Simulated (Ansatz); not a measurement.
`CC(C)[Si](F)(F)C(C)C`, charge 0, multiplicity 1.

(1) Give a relaxed structure at PBE0-D4/def2-TZVP (Ansatz 0.2.0). (Estimate.)

Results:

(1) The calculation gave: 
Z-matrix (Å, degrees):
```
C
C 1 1.529
H 1 1.094 2 110.6
H 1 1.094 2 111.2 3 -119.1
H 1 1.093 2 112.3 3 120.1
Si 2 1.862 1 111.4 3 -178.7
C 2 1.529 1 111.5 3 56.3
H 2 1.099 1 108.4 3 -62.7
F 6 1.600 2 108.6 1 -67.8
F 6 1.600 2 108.5 1 177.8
C 6 1.862 2 116.4 1 55.0
H 7 1.093 2 111.1 1 61.7
H 7 1.094 2 110.6 1 -57.5
H 7 1.092 2 112.0 1 -177.8
C 11 1.529 6 111.3 2 -180.0
C 11 1.529 6 111.4 2 54.9
H 11 1.099 6 105.8 2 -62.7
H 15 1.094 11 110.6 6 177.4
H 15 1.092 11 112.0 6 57.1
H 15 1.093 11 111.1 6 -63.4
H 16 1.093 11 112.3 6 -58.5
H 16 1.094 11 110.6 6 -178.7
H 16 1.094 11 111.2 6 62.2
```
Point group C2.
This is one stationary point; other conformers may exist.
